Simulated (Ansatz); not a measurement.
`CO[SiH2][NH][GeH3]` + `NC=O` → `O=C[NH][GeH3]` + `CO[SiH2]N`  (ligand exchange at a Ge–N bond)

Calculated with Ansatz (gas phase, PBE0-D4/def2-TZVP geometries, no zero-point term in ΔE). CBS: MP2 limit from def2 TZ/QZ plus the TZ coupled-cluster correction, frozen cores. This one scheme is used for every species. Functionals use def2-TZVPP. B3LYP here is the variant with VWN-RPA as its local correlation; programs differ in this. For Ge outer-core shells are correlated without core-valence functions, which leaves a few kJ/mol of doubt a bond. Scalar relativity is left out up to krypton. One conformer a species, not always the lowest.

Is it downhill or uphill in electronic energy at CCSD(T)/CBS, and by how much? (An estimate is asked.)

Ansatz gave: Downhill: ΔE = -2.3 kcal/mol.

What do these levels give: PBE-D4, r2SCAN-D4, PBE, B3LYP, HF/def2-TZVPP, MP2/def2-QZVPP? (Estimate.)

Computed: PBE-D4 -1.8, r2SCAN-D4 -1.9, PBE -2.0, B3LYP -2.0, HF/def2-TZVPP -1.4, MP2/def2-QZVPP -2.2 kcal/mol.

Largest T1 diagnostic among the species: 0.016.

In def2-TZVPP, CCSD(T) changes the Hartree–Fock value by −0.7 kcal/mol (the triples alone add −0.2 kcal/mol) and MP2 by −0.7 kcal/mol.
